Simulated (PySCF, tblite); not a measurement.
Species: C8H12OP (charge -1).
Numbering: `[CH3:1][O:2][c:3]1[cH:4][p-:5][cH:6][c:7]1[CH:8]([CH3:9])[CH3:10]` (hydrogens: H11, H12, H13 on C1; H14 on C4; H15 on C6; H16 on C8; H17, H18, H19 on C9; H20, H21, H22 on C10)

The geometry is computed with GFN2-xTB (gas phase).

**Question.** What internal coordinates does the optimisation give?

**Answer.** 
```tsv
bond	length (Å)
C1–O2	1.389
O2–C3	1.410
C3–C4	1.374
C4–P5	1.749
P5–C6	1.741
C6–C7	1.382
C7–C8	1.505
C8–C9, C8–C10	1.530
C3–C7	1.408
C1–H11, C1–H12, C1–H13	1.098
C4–H14	1.080
C6–H15	1.080
C8–H16	1.098
C9–H17 and 5 like bonds	1.090
```

Bonds in one row agree within 0.01 Å and their mean is given. A selection of angles:
```tsv
angle	degrees
O2–C1–H11	111.9
O2–C1–H12	106.8
H11–C1–H12	109.0
H11–C1–H13	108.1
C1–O2–C3	115.2
O2–C3–C4	126.9
O2–C3–C7	119.3
C4–C3–C7	113.8
C3–C4–P5	111.9
C3–C4–H14	126.3
P5–C4–H14	121.8
C4–P5–C6	89.7
P5–C6–C7	113.5
P5–C6–H15	121.6
C7–C6–H15	124.9
C6–C7–C8	126.7
C3–C7–C6	111.1
C3–C7–C8	122.2
C7–C8–C9	110.1
C7–C8–C10	112.6
C7–C8–H16	107.4
C9–C8–C10	110.2
C9–C8–H16	107.9
C10–C8–H16	108.6
C8–C9–H17	109.6
C8–C9–H19	111.3
H17–C9–H18	108.4
H17–C9–H19	108.8
```

Torsions: C1–O2–C3–C4 -1° (synperiplanar); C6–C7–C8–C9 90°. The mirror-image conformer, all signs reversed, is as good.

The C–C distances run from 1.374 Å (C3–C4, aromatic) to 1.533 Å (C8–C9, drawn single), a spread of 0.159 Å. Of the pairs four or more bonds apart, O2···H16 is among the closest relative to their van der Waals radii: 2.49 Å, 92 % of the sum of Bondi's values. C6 (aromatic CH carbon) is planar (angles 124.9°, 121.6° and 113.5°, sum 360.0°, 0.00 Å off the plane of its three neighbours). C7 (substituted aromatic carbon) is planar (angles 126.7°, 122.2° and 111.1°, sum 360.0°, 0.01 Å off the plane of its three neighbours). The C–O distances run from 1.389 Å (C1–O2, drawn single) to 1.410 Å (O2–C3, drawn single), a spread of 0.021 Å. O2 (aryl ether oxygen) is bent (angle 115.2°). C4 (aromatic CH carbon) is planar (angles 126.3°, 121.8° and 111.9°, sum 360.0°, 0.00 Å off the plane of its three neighbours).

Point group: C1 (no symmetry element, even within 0.4 Å). Its lowest GFN2-xTB frequency is 17i cm⁻¹, too small to tell a flat minimum from a shallow saddle. 2 starts were optimised and ended at 0.00 and 0.08 kcal/mol (GFN2-xTB); the lowest of these is shown.
